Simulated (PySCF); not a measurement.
Compound: C₂H₅FGeSi.
Numbering: `[F:1][GeH2:2][C:3]#[C:4][SiH3:5]` (hydrogens: H6, H7 on Ge2; H8, H9, H10 on Si5)

Theory: PBE0-D3(BJ)/def2-SVP geometry optimisation, gas phase (PySCF 2.14.0).

(1) List the bond lengths and angles at this level.

## Answers

(1) 
```csv
bond,length (Å)
F1–Ge2,1.741
Ge2–C3,1.895
C3≡C4,1.224
C4–Si5,1.839
"Ge2–H6, Ge2–H7",1.531
"Si5–H8, Si5–H9, Si5–H10",1.491
```

Bonds in one row agree within 0.01 Å and their mean is given. A selection of angles:
```csv
angle,degrees
F1–Ge2–C3,106.9
F1–Ge2–H6,106.9
C3–Ge2–H6,110.7
H6–Ge2–H7,114.5
Ge2–C3–C4,179.4
C3–C4–Si5,179.9
C4–Si5–H8,109.3
H8–Si5–H9,109.9
```

Si5 (SiH3 silicon) is tetrahedral (angles from 108.9° to 109.9°). The 5 heavy atoms lie in one plane (0.000 Å rms). Ge2 (germanium bonded to C, F and 2 H) is distorted tetrahedral (angles from 106.8° to 114.5°).

Stationary, but not proved a minimum.
